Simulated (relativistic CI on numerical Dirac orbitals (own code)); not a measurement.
Radial parameters of Ho XLIII

Method of calculation: Dirac-Coulomb-Breit CI, KLI orbitals optimised for each configuration, a model potential for QED, unscaled Slater integrals (own radial code, finite nucleus).

Slater integrals F^k, G^k are unscaled and averaged over j, outside the closed core [Ne]; ζ comes from projecting the Hamiltonian with its Breit term on Σ l·s of the shell.

- 3s²3p⁶3d⁷: F^2(3d,3d) = 519830, F^4(3d,3d) = 335300, ζ(3d) = 137180 cm⁻¹; <r>(3d) = 0.1959, <r^2>(3d) = 0.0446 (bohr units).
- 3s²3p⁵3d⁸: ζ(3p) = 1.0447e+06, F^2(3d,3d) = 518950, F^4(3d,3d) = 334700, F^2(3p,3d) = 453250, G^1(3p,3d) = 487880, G^3(3p,3d) = 324060, ζ(3d) = 135940 cm⁻¹; <r>(3p) = 0.2183, <r^2>(3p) = 0.05518, <r>(3d) = 0.1962, <r^2>(3d) = 0.04473 (bohr units).
- 3s²3p⁴3d⁹: F^2(3p,3p) = 450440, ζ(3p) = 1.044e+06, F^2(3p,3d) = 452820, G^1(3p,3d) = 487860, G^3(3p,3d) = 323910, ζ(3d) = 134700 cm⁻¹; <r>(3p) = 0.2185, <r^2>(3p) = 0.05529, <r>(3d) = 0.1965, <r^2>(3d) = 0.04487 (bohr units).

**Question.** Give the Racah parameters of the d shell in 3s²3p⁶3d⁷.

**Answer.** B = F²/49 − 5F⁴/441 = 6807 cm⁻¹ and C = 35F⁴/441 = 26611 cm⁻¹.

Averages of the first 10 configurations, taken without configuration mixing, which lowers the lowest level and can move excited configurations by several eV; other configurations of the list can lie among them:

```
Configuration  Parity  States  Average energy above the lowest level (eV)
    3s²3p⁶3d⁷    even     120                                        62.2
    3s²3p⁵3d⁸     odd     270                                       464.7
    3s²3p⁴3d⁹    even     150                                       874.5
     3s3p⁶3d⁸    even      90                                       794.3
       3p⁶3d⁹    even      10                                      1536.1
     3s3p⁵3d⁹     odd     120                                      1195.4
  3s²3p⁶3d⁶4s    even     420                                      1398.7
  3s²3p⁶3d⁶4p     odd    1260                                      1522.2
  3s²3p⁴3d⁸4s    even    1350                                      2194.1
  3s²3p⁶3d⁶4d    even    2100                                      1673.0
```
